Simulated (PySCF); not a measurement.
GeH9NSSi2.
SMILES: `[SiH3][N]([SiH3])[GeH2][SH]`

A linear-response calculation (PySCF, def2-SVPD basis, gas phase, vertical, core orbitals frozen in the response) gave these numbers; the functional is withheld.

Orbital energies (eV): HOMO-3 -10.84, HOMO-2 -10.58, HOMO-1 -9.07, HOMO -8.70, LUMO 0.58, LUMO+1 0.65, LUMO+2 0.72.

| state | E (eV) | f | main configurations (H = HOMO, L = LUMO) |
| --- | --- | --- | --- |
| S1 | 5.90 | 0.0013 | H→L (29%), H→L+1 (22%), H-1→L+1 (9%) |
| S2 | 6.12 | 0.044 | H→L+1 (42%), H→L (30%), H-1→L+2 (15%) |
| S3 | 6.22 | 0.0099 | H→L+2 (56%), H-1→L (20%), H→L (8%) |
| S4 | 6.70 | 0.015 | H-1→L (24%), H-1→L+2 (24%), H→L (17%) |
| S5 | 6.75 | 0.026 | H-1→L+1 (57%), H→L+2 (13%), H→L+1 (9%) |
| S6 | 7.00 | 0.069 | H-1→L+2 (30%), H-1→L (21%), H→L+1 (13%) |

Triplets, Tamm–Dancoff:

| state | E (eV) | λ (nm) | main configurations (H = HOMO, L = LUMO) |
| --- | --- | --- | --- |
| T1 | 5.50 | 225.3 | H→L+1 (35%), H→L (13%), H-1→L (10%) |
| T2 | 5.65 | 219.3 | H→L+1 (31%), H→L (24%), H-1→L+2 (14%) |
| T3 | 5.82 | 213.0 | H→L+2 (43%), H-1→L+1 (20%), H→L (13%) |
| T4 | 6.32 | 196.1 | H-1→L+1 (33%), H→L+1 (14%), H-1→L (13%) |

Vertical ionisation energy by ΔSCF with the same functional: 9.27 eV. Mean static polarisability: 111.8 au.

Task: Name the functional.
A. CAM-B3LYP
B. PBE
C. HF
D. B3LYP

Result: A. CAM-B3LYP is range-separated, 19% exact exchange at short range and 65% at long range (ω = 0.33 bohr⁻¹). In this run −ε(HOMO) = 8.70 eV differs from the ΔSCF value by -0.57 eV, and S1 differs from the orbital gap of 9.28 eV by -3.38 eV. The ratio −ε(HOMO)/IP is 0.94. Usual ranges for neutral molecules in this basis: 0.85 to 0.93 with CAM-B3LYP, 0.5 to 0.7 with PBE, 0.67 to 0.83 with B3LYP; with Hartree–Fock the ratio is 1 or more (Koopmans' value less the relaxation energy is the ΔSCF value).

Theory: PySCF, TDDFT CAM-B3LYP/def2-SVPD, vertical, gas phase, core orbitals frozen in the response. Isolated species at its PBE0-D3(BJ)/def2-SVP geometry (one conformer only). Relativistic effects, spin–orbit coupling among them, are left out although an element past zinc is present.

Conformer computed: `[SiH3:1][N:2]([SiH3:3])[GeH2:4][SH:5]`: Si1–N2–Ge4–S5 -55°, H–S5–Ge4–N2 -61°.

Without π bonds the low states are Rydberg-like; a valence basis with one diffuse set may place them up to an eV too high.
